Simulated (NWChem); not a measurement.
Molecule: GeHSCl, singlet; SMILES [Ge]([Cl])[SH]

```xyz
4

Ge     0.7507     0.0092     0.0000
Cl    -0.6913     1.6671     0.0000
S     -0.7770    -1.6269     0.0000
H      0.1616    -2.6024     0.0000
```
Atoms are numbered in this order, from 1.

Program: NWChem. Low-valent species are run as closed-shell singlets; no triplet was tried in these runs. Geometry: optimised at PBE0/def2-SVP. Vertical excitations in the gas phase; the lowest state need not have the same character in each row.

```tsv
level	lowest excitation, singlet (eV)	oscillator strength of that lowest state	lowest state with f > 0.02, singlet (eV)	oscillator strength of that bright state	orbital gap (eV)
PBE/def2-SVP, full TDDFT	3.45	0.010	4.27	0.047	3.05
B3LYP/def2-SVP, full TDDFT	___	0.013	___	0.046	___
LDA (Slater exchange, VWN5)/def2-SVP, full TDDFT	3.41	0.009	4.25	0.048	3.00
CAM-B3LYP/def2-SVP, full TDDFT	3.60	0.017	4.71	0.043	7.04
```

Problem. Fill in the missing entries.

Solution. 
- B3LYP/def2-SVP, full TDDFT, lowest excitation, singlet (eV): 3.55
- B3LYP/def2-SVP, full TDDFT, lowest state with f > 0.02, singlet (eV): 4.45
- B3LYP/def2-SVP, full TDDFT, orbital gap (eV): 4.43
